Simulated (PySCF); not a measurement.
Compound: C6H13PSi.
SMILES: `C=CP1CC[SiH2]CC1`

The closed-shell ground state was solved at several levels (PySCF, density fitting, gas phase, non-relativistic). The structure is a single PBE0-D3(BJ)/def2-SVP conformer in the gas phase; no vibrational or solvent corrections.

```json
{"level": "PBE0/pcSseg-1", "basis functions": "215", "total energy (Eh)": "-866.6951", "HOMO (eV)": "-6.61", "LUMO (eV)": "-0.34", "gap (eV)": "6.27", "dipole (D)": "0.89"}
{"level": "PBE0/def2-SVPD", "basis functions": "272", "total energy (Eh)": "-866.4028", "HOMO (eV)": "-6.56", "LUMO (eV)": "-0.37", "gap (eV)": "6.19", "dipole (D)": "0.92"}
```

Q: Estimate the row for HF/pcSseg-1, a basis of 215 functions; the other rows only guide the guess.

A: Total energy -864.3472 Eh, HOMO -9.19 eV, LUMO 3.60 eV, gap 12.79 eV, dipole 0.90 D.

Q: Over all these levels, which gives the widest orbital gap and which the narrowest?

A: HF/pcSseg-1 (Hartree–Fock, all exact exchange) has the widest, 12.79 eV, and PBE0/def2-SVPD (global hybrid, 25 % exact exchange) the narrowest, 6.19 eV. Functional and basis both differ between the two, so the spread mixes both effects. The HOMO need not be the same orbital at Hartree–Fock and at DFT levels.

Q: How far do the dipole and the HOMO energy spread over the levels?

A: The dipole runs from 0.89 to 0.92 D (mean 0.91 D) and the HOMO from -9.19 to -6.56 eV.
